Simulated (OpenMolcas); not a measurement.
# Nb3+: effect of the metal basis

Nb3+ with 6 ligands (water) in octahedral coordination (Th) at 2.08 Å.

```yaml
Program: OpenMolcas
Method: CASSCF
Spin-orbit_coupling: state interaction with AMFI integrals over the reference wave functions
```

Fixed: ligand basis ANO-RCC-VDZP, active space 2 electrons in 5 orbitals (4d), DKH2 Hamiltonian.

States (labels of O, taken over from Oh, the nearest higher group). Energies in cm-1 above the lowest state or level, χT in cm3 K/mol; under a threefold ground state the first gap can be a small split of the lowest multiplet, not the spin-orbit step; 10Dq and B are least-squares fits to the states below 45000 cm-1, weighted by degeneracy, with a free offset, and given where the rms deviation is under 5 % of |10Dq| (or 100 cm-1) and under 700 cm-1.

| Run | Metal basis | Ground state | First state of that spin | 10Dq | B (rms of fit) | First gap with spin-orbit (degeneracies) | χT at 300 K | First state of another spin | Cost |
| --- | --- | --- | --- | --- | --- | --- | --- | --- | --- |
| A | ANO-RCC-VDZP | 3T1 | 3T2 28848 | 30241 | 671 (87) | 17.0 (2, 3) | 0.484 | 1T2 9648 | roughly 30 core-seconds |
| B | ANO-RCC-VTZP | 3T1 | 3T2 28736 | 30144 | 670 (98) | 16.7 (2, 3) | 0.488 | 1T2 9676 | roughly 60 core-seconds |

Against A, |10Dq| changes by -0.3 % in B.

Costs are those of the RASSCF and RASSI steps.

An orbital triplet at a regular site is open to Jahn-Teller coupling, which can distort the site and quench the lowest spin-orbit gaps and is left out. Without dynamic correlation the repulsion within the d shell is too large (B by tens of per cent), so at a given field states of lower spin stand too high. The least metal-like active orbital is 79 % on the metal (Löwdin) and no ligand orbital is active, so the numbers are rough. With metal d orbitals alone the field can be off either way by tens of per cent. Ligand-to-metal charge-transfer states are missing. With no ligand orbital active B as a rule stays too high, so bands that hang on it stand too high and its fall with covalency is understated. No measured value stands beside these numbers; the geometry was imposed, not optimised, and the real ion may take another.
